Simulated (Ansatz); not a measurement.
CH6NSSb, SMILES `[CH3][Sb]([NH2])[SH]`, relaxed with RKS PBE-D4/def2-SVP in Ansatz from a rough embedded geometry. The force threshold is 0.03 eV/Å; the program also tests the step.

The species carries charge 0 and has multiplicity 1. Sb: def2 effective core potential.

Start:

```xyz
10

C    -0.131    1.361   -0.156
Sb   -0.769   -0.443    0.705
N     1.200   -1.058    0.932
S    -0.959   -1.577   -1.535
H    -1.012    1.914   -0.668
H     0.663    1.232   -0.954
H     0.279    2.060    0.599
H     1.593   -0.611    1.718
H     1.211   -2.107    1.178
H    -2.075   -0.772   -1.820
```

(1) By how much does the energy fall, and how many steps does the optimiser take? (Best estimate.)

(2) Which bonds change most? (Best estimate.)

(3) Give the relaxed structure. (Best estimate.)

Results:

(1) The calculation gave: 39.30 kJ/mol, in 27 steps, 4 of them rejected.

(2) Computed: C1–Sb2 from 2.098 to 2.190 Å; C1–H5 from 1.159 to 1.107 Å; N3–H9 from 1.077 to 1.028 Å; S4–H10 from 1.406 to 1.362 Å.

(3) The calculation gave: 
```xyz
10

C    -0.012    1.547   -0.038
Sb   -0.905   -0.376    0.509
N     0.880   -1.347    0.909
S    -1.130   -0.925   -1.906
H    -0.773    2.189   -0.522
H     0.825    1.377   -0.743
H     0.366    2.045    0.877
H     1.726   -0.796    0.711
H     0.928   -1.693    1.876
H    -1.904   -2.022   -1.673
```
